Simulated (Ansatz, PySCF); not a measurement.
Stretching the Be1–H2 bond in BeClH (SMILES [BeH][Cl]) (multiplicity 1 held, fragments rigid). Energies count from the point at 1.323 Å.
Geometry at that point (charge 0, multiplicity 1):
```
atom   x (Å)   y (Å)    z (Å)
----  ------  ------  -------
Be    0.0000  0.0000  -1.3353
H     0.0000  0.0000  -2.6579
Cl    0.0000  0.0000   0.4705
```

R- and RO- levels are restricted; in cc, def2 and unpolarised 6-31G sets they are followed outwards from rest. Unrestricted levels (U-) break spin symmetry where that is lower. Active spaces are followed from a long bond inwards. Levels need not reach the same state.

Cores are frozen in the correlated methods. Rows in 6-31G* carry no dispersion term and start afresh at each structure (6-31G* with six Cartesian d functions).

The values were computed with Ansatz (Gaussian basis) for Hartree–Fock, density functionals and correlated methods; PySCF for 6-31G* rows. 

| level | energy at R = 4.233 Å (kcal/mol) |
|---|---|
| R-HF/aug-cc-pV(T+d)Z | 153.45 |
| U-HF/aug-cc-pV(T+d)Z | 73.38 |
| U-r2SCAN/aug-cc-pV(T+d)Z | 90.19 |
| U-B3LYP/6-31G* | 95.63 |
| R-MP2/aug-cc-pV(T+d)Z | (withheld) |
| U-CCSD(T)/aug-cc-pV(T+d)Z | 94.41 |
| SC-NEVPT2 on CASSCF(2,2)/aug-cc-pV(T+d)Z | 89.39 |
| FIC-MRCISD on CASSCF(2,2)/aug-cc-pV(T+d)Z | 92.27 |
| FIC-MRCISD+Q on CASSCF(2,2)/aug-cc-pV(T+d)Z | 94.04 |

Problem. What belongs in the gaps?

Solution. 
- R-MP2/aug-cc-pV(T+d)Z, energy at R = 4.233 Å (kcal/mol): 126.77

Doubts at one or more of the structures used: a restricted determinant that unrestricted orbitals would lower (R-HF/aug-cc-pV(T+d)Z, R-MP2/aug-cc-pV(T+d)Z); a spin-contaminated determinant (U-HF/aug-cc-pV(T+d)Z, U-r2SCAN/aug-cc-pV(T+d)Z, U-B3LYP/6-31G*, U-CCSD(T)/aug-cc-pV(T+d)Z).

Ansatz is a first-principles code.
